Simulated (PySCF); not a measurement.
**N²⁺: excitation energy**

N²⁺ [He] 2s2 2p1 (2P) → N²⁺ [He] 2s1 2p2 (4P), as a difference of total energies. Calculation: PySCF 2.14, in def2-QZVPPD; the non-relativistic Hamiltonian (point nucleus). Correlated levels: valence: 1s2 frozen. The calculations carry no spin-orbit coupling.

```
           method  excitation energy (eV)
              UHF                   5.132
    MP2 (valence)                   6.409
SCS-MP2 (valence)                   6.888
   CCSD (valence)                   7.020
CCSD(T) (valence)                   7.050
```

**Question.** How much does correlation contribute at CCSD(T) (valence)?

**Answer.** 7.050 − (5.132) = 1.918 eV, measured against UHF.
